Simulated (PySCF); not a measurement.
Compound: C6H5FO.
Bonds: O1–C2, C2–C3 (aromatic), C3–C4 (aromatic), C4–C5 (aromatic), C5–C6 (aromatic), C6–F7, C6–C8 (aromatic), C2–C8 (aromatic). Hydrogens: H9 on O1; H10 on C3; H11 on C4; H12 on C5; H13 on C8.

The geometry is computed with GFN2-xTB (gas phase).

Task: What internal coordinates does the optimisation give?

Result: 
```csv
bond,length (Å),order
O1–C2,1.356,single
C2–C3,1.393,aromatic
C3–C4,1.381,aromatic
C4–C5,1.386,aromatic
C5–C6,1.381,aromatic
C6–F7,1.350,single
C6–C8,1.382,aromatic
C2–C8,1.390,aromatic
O1–H9,0.965,single
C3–H10,1.078,single
C4–H11,1.079,single
C5–H12,1.077,single
C8–H13,1.081,single
```

Orders are formal, as drawn. A selection of angles:
```csv
angle,degrees
C2–O1–H9,110.2
O1–C2–C3,118.3
O1–C2–C8,121.9
C3–C2–C8,119.8
C2–C3–C4,120.1
C2–C3–H10,118.5
C4–C3–H10,121.3
C3–C4–C5,120.9
C3–C4–H11,119.6
C5–C4–H11,119.5
C4–C5–C6,118.1
C4–C5–H12,121.8
C6–C5–H12,120.0
C5–C6–F7,119.2
C5–C6–C8,122.4
F7–C6–C8,118.4
C6–C8–H13,119.8
C2–C8–C6,118.7
C2–C8–H13,121.5
```

Torsions: H9–O1–C2–C3 180° (antiperiplanar).

The 6-membered ring C2–C3–C4–C5–C6–C8 has internal angles of 118.1° to 122.4°; it is planar, 0.00 Å rms from its mean plane, widest ring torsion 0°. Of the pairs four or more bonds apart, H9···H13 is among the closest relative to their van der Waals radii: 2.30 Å, 96 % of the sum of Bondi's values. The 8 heavy atoms lie in one plane (0.000 Å rms).

Point group: Cs (every atom within 0.08 Å of its image). Stationary, but not proved a minimum. The numbers are those of one conformer (H–O1–C2–C3 180°).
